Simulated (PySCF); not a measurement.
Compound: C5H9NO2.
SMILES: `O=C(/C=C\CO)NC`

A PySCF run (density fitting, gas phase, GFN2-xTB geometry) gave HOMO -5.33 eV, LUMO -1.96 eV, dipole 4.96 D and E = -400.970 Eh.

Task: Which of these levels was it?
A. BLYP/pcSseg-1
B. PBE0/cc-pVDZ
C. PBE0/pcSseg-1
D. PBE0/def2-SVPD
E. PBE0/STO-3G

Result: A. It is BLYP/pcSseg-1. All candidates on this geometry:

| level and settings | kind | basis functions | SCF cycles | E (Eh) | HOMO (eV) | LUMO (eV) | dipole (D) |
| --- | --- | --- | --- | --- | --- | --- | --- |
| BLYP/pcSseg-1, fitting basis def2-universal-jkfit | GGA | 181 | 13 | -400.9702 | -5.33 | -1.96 | 4.96 |
| PBE0/STO-3G, fitting basis def2-universal-jkfit | global hybrid | 49 | 11 | -395.5087 | -3.39 | 1.95 | 3.89 |
| PBE0/cc-pVDZ | global hybrid | 157 | 15 | -400.7069 | -6.90 | -0.99 | 4.83 |
| PBE0/pcSseg-1 | global hybrid | 181 | 15 | -400.6414 | -7.18 | -1.23 | 5.08 |
| PBE0/def2-SVPD | global hybrid | 238 | 14 | -400.4202 | -7.35 | -1.34 | 5.13 |

The nearest other candidate, by the summed differences of HOMO and LUMO, is PBE0/cc-pVDZ: its HOMO differs by -1.57 eV and its LUMO by +0.97 eV. Cycle counts include a coarse-grid stage where the run had one.

Shape of the structure used: `[CH3:1][NH:2][C:3](=[O:4])/[CH:5]=[CH:6]\[CH2:7][OH:8]`: C1–N2–C3–O4 0°, N2–C3–C5–C6 179°, C5–C6–C7–O8 48°, H–O8–C7–C6 -62°.
